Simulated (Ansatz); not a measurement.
Ideal-gas functions of ClH4N2OTa (`[NH]=[Ta]([NH2])([OH])[Cl]`) at 500 K and 1 bar, from an Ansatz frequency run at PBE0-D4/def2-TZVP.

Molar mass 264.45 g/mol, point group C1 (symmetry number 1), electronic degeneracy 1, moments of inertia 161.299, 279.155, 296.37 u Å². Harmonic wavenumbers (cm⁻¹, unscaled): 135, 148, 184, 203, 233, 362, 377, 398, 485, 490, 567, 588, 616, 692, 711, 1005, 1549, 3573, 3681, 3686, 3947.

Use S(trans) = R[1.5 ln M + 2.5 ln T − 1.1517]; rotational temperatures θ = 24.2544 K / I; S(rot) = R[ln(√π/σ · √(T³/θAθBθC)) + 1.5]; for each mode x = 1.438777 ν̃/T, S = R[x/(eˣ − 1) − ln(1 − e⁻ˣ)] and H = RT x/(eˣ − 1); 1 cm⁻¹ = 0.0119627 kJ/mol; R = 8.31446 J/(mol·K).

By hand: the entropy, in J/(mol·K).

Translation 189.2. Rotation: θ = 0.1504, 0.0869, 0.0818 K, giving 123.2. Vibration, mode by mode: 16.23, 15.47, 13.70, 12.90, 11.79, 8.34, 8.03, 7.63, 6.19, 6.11, 5.11, 4.87, 4.56, 3.84, 3.68, 1.89, 0.53, 0.00, 0.00, 0.00, 0.00, in all 130.9. Electronic 0.0. Sum 443.3 J/(mol·K).

By hand: H − E and G − E in kJ/mol, counted from the electronic energy.

Zero-point energy ½ × 23630 × 0.0119627 = 141.3; thermal vibration 34.8; translation, rotation and pV give 4 RT = 16.6. H − E = 192.7 kJ/mol, and G − E = 192.7 − 500 × 443.3/1000 = -28.9 kJ/mol.

Vibration gives 30 % of the entropy, 31.7 J/(mol·K) of it from the modes under 150 cm⁻¹: soft modes count most, and the harmonic formula is weakest for them. The sum counts one conformer and one mirror image; others add a mixing term.
